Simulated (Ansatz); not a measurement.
Reaction: C2H5Ge (SMILES C=[CH][GeH2], doublet) → C2H5Ge (SMILES [C]([GeH3])=C, doublet)
Each species at its own B3LYP-D3(BJ)/def2-TZVP minimum (Ansatz, a program for electronic structure).

Total energies in hartree (Ansatz). Open shells are spin-unrestricted; no spin-orbit coupling. Correlated methods leave the cores frozen (noble-gas shells, and filled d and f shells in the p block). No relativity. The UHF reference of C2H5Ge (C=[CH][GeH2], doublet) is spin-contaminated (<S^2> up to 0.14 over the pure value in the sets run). The UHF reference of C2H5Ge (C=[C][GeH3], doublet) is spin-contaminated (<S^2> up to 0.19 over the pure value in the sets run).

```csv
species,HF/cc-pVTZ,CCSD(T)/cc-pVTZ,HF/cc-pVQZ,CCSD(T)/cc-pVQZ,CCSD(T)/cc-pVDZ,CCSDT(Q)/cc-pVDZ
"1: C2H5Ge (SMILES C=[CH][GeH2], doublet)",-2154.02018,-2154.50275,-2154.02879,-2154.53494,-2154.32835,-2154.33064
"2: C2H5Ge (SMILES C=[C][GeH3], doublet)",-2153.99360,-2154.46571,-2154.00244,-2154.49812,-2154.29239,-2154.29493
```

Q: Work out the isomerisation energy (electronic) in kcal/mol: take Hartree-Fock from cc-pVQZ, extrapolate the CCSD(T) correlation energy as X^-3 (X = 3, 4), and add CCSDT(Q) - CCSD(T) in cc-pVDZ. 1 hartree = 627.51 kcal/mol.

A: 
Species 1: correlation (64·(-0.50615) - 27·(-0.48257))/37 = -0.52336; step -0.00229; E1 = -2154.02879 + (-0.52336) + (-0.00229) = -2154.55444
Species 2: correlation (64·(-0.49568) - 27·(-0.47211))/37 = -0.51288; step -0.00254; E2 = -2154.00244 + (-0.51288) + (-0.00254) = -2154.51786
-1·E1 +1·E2 = 0.03658 hartree = 23.0 kcal/mol.
